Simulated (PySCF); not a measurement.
B₂H₄O₄. Atoms are numbered in the order given.

```xyz
10

B     -0.0656     0.8451     0.0000
O     -1.2276     1.5580     0.0000
O      1.1781     1.4369     0.0000
B     -0.0403    -0.8771     0.0000
O      1.1661    -1.5283     0.0000
O     -1.1742    -1.6286     0.0000
H     -1.1278     2.5200     0.0000
H      1.1903     2.4041     0.0000
H      1.8951    -0.8938     0.0000
H     -0.9676    -2.5751     0.0000
```
Charge 0, spin multiplicity 1.

Coordinates come from a B3LYP-D3(BJ)/def2-SVP optimisation. Other conformers were not sampled.

Computed with B3LYP/def2-TZVP (PySCF).

```
Item                                                                                                             Result
---------------------------------------------------------------------------------------------  ------------------------
total energy                                                                                         -353.37498 hartree
point group                                                                                                          Cs
highest occupied level                                                                                         -8.21 eV
lowest empty level                                                                                             -0.55 eV
orbital gap                                                                                                     7.66 eV
dipole moment                                                                                                    3.15 D
quadrupole, principal values (traceless, Buckingham form, about the centre of nuclear charge)  -10.36, -4.79, 15.14 D·Å
mean static polarisability                                                                         43.0 bohr³ (6.38 Å³)
polarisability, principal values                                                                 30.4, 46.5, 52.2 bohr³
```
